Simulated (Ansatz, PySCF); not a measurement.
Ansatz (an electronic-structure program) was given this input:
Ansatz 0.2 input:
```yaml
crystal:
  periodic: [false, false, false]
  atoms:
    - {symbol: C, position_ang: [-2.01893835, -0.48835810, -0.00921030]}
    - {symbol: Si, position_ang: [-0.23081554, -0.09736185, -0.53333853]}
    - {symbol: Cl, position_ang: [1.04857991, -1.42708373, 0.33708838]}
    - {symbol: Cl, position_ang: [0.27405550, 1.77962342, 0.08689332]}
    - {symbol: H, position_ang: [-2.11035886, -0.42589345, 1.07439724]}
    - {symbol: H, position_ang: [-2.30897346, -1.48877870, -0.31358728]}
    - {symbol: H, position_ang: [-2.72042203, 0.21471190, -0.44649774]}
basis:
  gaussian:
    orbitals: cc-pVDZ
hamiltonian:
  xc: revpbe
magnetization: {spin_polarized: true, initial_magnetization: 1}
accuracy: high
```

Task: Write the same job for PySCF.

Result: This is not unique; one that fits is 
```python
from pyscf import gto, scf, dft

mol = gto.Mole()
mol.atom = '''
    C    -2.018938   -0.488358   -0.009210
    Si   -0.230816   -0.097362   -0.533339
    Cl    1.048580   -1.427084    0.337088
    Cl    0.274056    1.779623    0.086893
    H    -2.110359   -0.425893    1.074397
    H    -2.308973   -1.488779   -0.313587
    H    -2.720422    0.214712   -0.446498
'''
mol.basis = 'cc-pvdz'
mol.charge = 0
mol.spin = 1
mol.verbose = 4
mol.build()

mf = dft.UKS(mol)
mf.xc = 'revpbe'
mf.grids.atom_grid = (99, 590)
mf.grids.prune = None
mf.kernel()
```

Both were run: Ansatz gave -1249.630585 Eh and PySCF -1249.630584 Eh, 0.001 mEh apart.
